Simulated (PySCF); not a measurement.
Hf(Cl)2(Me)2 (C₂H₆Cl₂Hf), SMILES [CH3][Hf]([CH3])([Cl])[Cl], multiplicity 1.

Geometry: PBE0-D3(BJ)/def2-SVP. The multiplicity is an assumed one; other spin states were not compared. The def2 effective core potentials stand for the cores of Hf; spin–orbit coupling is left out.

Two levels are set side by side: PBE/def2-TZVP (PySCF) and PBE0/def2-TZVP (PySCF). Same geometry, gas phase. Differences are taken from unrounded values.

```tsv
quantity	PBE
orbital gap (eV)	4.46
highest occupied level (eV)	-6.79
lowest empty level (eV)	-2.33
dipole moment (D)	1.49
mean polarisability (bohr³)	93.9
```

Task: These are the PBE values. What does PBE0 give? (Estimate from the structure and the level; the computed values follow.)

Result: 
```json
[
 {"quantity": "orbital gap (eV)", "PBE0": "6.72", "PBE minus PBE0": "-2.26"},
 {"quantity": "highest occupied level (eV)", "PBE0": "-8.15", "PBE minus PBE0": "1.36"},
 {"quantity": "lowest empty level (eV)", "PBE0": "-1.43", "PBE minus PBE0": "-0.90"},
 {"quantity": "dipole moment (D)", "PBE0": "1.53", "PBE minus PBE0": "-0.04"},
 {"quantity": "mean polarisability (bohr³)", "PBE0": "89.7", "PBE minus PBE0": "4.2"}
]
```

Without exact exchange PBE keeps part of each electron's self-repulsion, which lifts occupied levels and narrows the gap. PBE's more diffuse valence density responds more strongly to a field. Differences between two approximate levels are no errors against the true value.

Rough cost on one machine, each run with all the roots and properties that it gave: PBE0 against PBE within a factor of 2.
